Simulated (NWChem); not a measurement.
Molecule: CHCl₂F; SMILES FC(Cl)Cl

All runs: NWChem. Pople sets run with spherical d functions. B3LYP is NWChem's, with the RPA form of VWN correlation. Each level has its own optimisation; frequencies are unscaled.

For level B3LYP/6-31G*:

| Property | Value |
|---|---|
| r C–H (Å) | 1.088 |
| highest harmonic frequency (cm⁻¹) | 3175 |
| dipole (D) | 1.39 |

Q: Estimate the same quantities for level LDA (Slater exchange, VWN5)/def2-SVP.

A: 
- r C–H (Å) = 1.112
- highest harmonic frequency (cm⁻¹) = 3032
- dipole (D) = 1.20
